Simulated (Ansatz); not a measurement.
The same path of a periodic cell of 17 atoms, CuSi₁₆ (host Si, host structure diamond, interstitial Cu), cell charge +1 was run twice with different band settings. Lost on the way: Si15–Cu17, Si16–Cu17. Made: Si4–Cu17, Si7–Cu17.

Theory: DFT PBE, scalar-relativistic, plane waves, PAW (Ansatz 0.2.0). Settings: PAW set soft_1, cutoff 420 eV, k mesh 2x2x2, gaussian smearing 0.02 eV, no spin polarisation.

Relaxed end points:

```xyz
17
Lattice="0.0000 5.4300 5.4300 5.4300 0.0000 5.4300 5.4300 5.4300 0.0000" Properties=species:S:1:pos:R:3
Si -0.058 -0.059 -0.031
Si 1.313 1.312 1.294
Si 2.668 2.669 -0.045
Si 4.020 4.022 1.306
Si 2.658 -0.004 2.715
Si 4.068 1.399 4.117
Si 5.368 2.685 2.659
Si 6.741 4.007 4.031
Si -0.002 2.653 2.718
Si 1.398 4.065 4.117
Si 2.682 5.369 2.660
Si 4.006 6.740 4.032
Si 2.851 2.850 5.572
Si 4.196 4.191 6.918
Si 5.425 5.425 5.381
Si 6.827 6.829 6.790
Cu 6.938 6.933 4.230
```

```xyz
17
Lattice="0.0000 5.4300 5.4300 5.4300 0.0000 5.4300 5.4300 5.4300 0.0000" Properties=species:S:1:pos:R:3
Si 0.133 -0.118 0.131
Si 1.361 1.424 1.362
Si 2.671 2.761 -0.070
Si 4.018 4.075 1.348
Si 2.758 0.006 2.759
Si 4.213 1.218 4.213
Si 5.429 2.670 2.754
Si 6.727 4.131 4.037
Si -0.072 2.761 2.671
Si 1.349 4.073 4.017
Si 2.667 5.489 2.667
Si 4.021 6.830 4.022
Si 2.754 2.670 5.428
Si 4.035 4.131 6.727
Si 5.373 5.479 5.374
Si 6.725 6.813 6.726
Cu 8.310 8.009 2.876
```

Common settings: climbing image yes; optimiser quadratic models (default); force threshold 0.05 eV/Å; end points relaxed.

| run | movable images | spring | start path | iteration limit |
| --- | --- | --- | --- | --- |
| 1 | 7 | 2.0 eV/Å² | IDPP | 24 |
| 2 | 3 | 5.0 eV/Å² | default | 6 |

Task: What does each run give, and how far can it be trusted?

Result: Run 1: converged after 5 iterations, highest image 0.042 eV above the first end. A structure lower than the first end lies on the path between it and the top, so the climb from that side starts below the end, which may itself be a saddle point or a shallow side well. A structure lower than the last end lies on the path between it and the top, so the climb from that side starts below the end, which may itself be a saddle point or a shallow side well. The order of the stationary point at the top wasn't checked.
Run 2: converged after 5 iterations, highest image 0.042 eV above the first end. The order of the stationary point at the top wasn't checked.
Limits of this set-up: charged cell in a uniform background, uncorrected.
